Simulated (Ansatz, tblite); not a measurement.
Forces on the cluster H4Au3 at its PBE-D4/def2-TZVP geometry. The state is a doublet with charge 0.

In the def2 sets Au takes a core potential; there is no spin–orbit coupling. The xTB rows come from tblite. No other spin state of charge 0 was run. The structure comes from a short search, and lower isomers may exist.

GFN1-xTB (tblite), largest force 1.10 eV/Å:

```xyz
7
positions Å, forces eV/Å
Au   -0.001   -0.004    0.003   -0.003    0.010   -0.007
Au    1.717    0.212    2.023    0.043   -0.180   -0.036
Au   -1.713   -0.206   -2.025   -0.056    0.155    0.034
H    -2.827    0.606   -2.816    0.778   -0.535    0.568
H     2.831   -0.604    2.810   -0.773    0.545   -0.563
H     0.429    1.194    1.146    0.291   -0.968   -0.219
H    -0.436   -1.199   -1.143   -0.279    0.972    0.223
```

GFN2-xTB (tblite), largest force 1.45 eV/Å:

```
Au -0.007 0.008 -0.007
Au 0.838 -0.375 0.736
Au -0.850 0.354 -0.743
H 1.024 -0.682 0.761
H -1.019 0.693 -0.754
H 0.089 -0.986 -0.452
H -0.075 0.988 0.460
```

LDA (SPW92)/def2-TZVP (Ansatz), largest force 0.48 eV/Å:

```
Au 0.001 0.017 -0.007
Au -0.301 -0.084 -0.366
Au 0.290 0.056 0.364
H 0.125 -0.088 0.087
H -0.118 0.099 -0.083
H 0.057 -0.155 -0.023
H -0.053 0.155 0.028
```
